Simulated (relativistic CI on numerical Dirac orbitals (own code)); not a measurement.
**d1 to d9 in one octahedral field**

Computed with a parametric ligand-field model without spin-orbit coupling, by exact diagonalisation: B = 600, C = 2690, 10Dq = 25700 cm⁻¹ (Oh; |10Dq|/B = 42.8) for every shell. Energies in cm⁻¹; the field energy is (0.6 n_e − 0.4 n_t2) × 10Dq of the ground term; g labels are left out.

| Shell | Ground term | Electrons in e | Field energy | First spin-allowed bands | Lowest term of other spin |
| --- | --- | --- | --- | --- | --- |
| d1 | 2T2 | 0.000 | -10280 | 2E 25700 |  |
| d2 | 3T1 | 0.013 | -20229 | 3T2 24311, 3T1 31923 | 1T2 9220 |
| d3 | 4A2 | 0.000 | -30840 | 4T2 25700, 4T1 32280 | 2E 12739 |
| d4 | 3T1 | 0.021 | -40575 | 3E 23202, 3T1 23889 | 1T2 7810 |
| d5 | 2T2 | 0.039 | -50396 | 2A2 22403, 2T1 22609 | 4T1 13095 |
| d6 | 1A1 | 0.030 | -60901 | 1T1 23820, 1T2 32125 | 3T1 18119 |
| d7 | 2E | 1.021 | -45722 | 2T1 23668, 2T2 24322 | 4T1 12851 |
| d8 | 3A2 | 2.000 | -30840 | 3T2 25700, 3T1 32280 | 1E 10097 |
| d9 | 2E | 3.000 | -15420 | 2T2 25700 |  |

Low spin: d4, d5, d6, d7; the other shells keep the spin of the free ion. Only d4 to d7 can choose; the field needed to pair spins is smallest for d6 and largest for d5, which loses most exchange energy. In the strong-field picture 10Dq must exceed about 6B + 5C = 17050 (d4), 7.5B + 5C = 17950 (d5), 2.5B + 4C = 12260 (d6) and 4B + 4C = 13160 (d7); mixing of terms shifts these bounds somewhat.
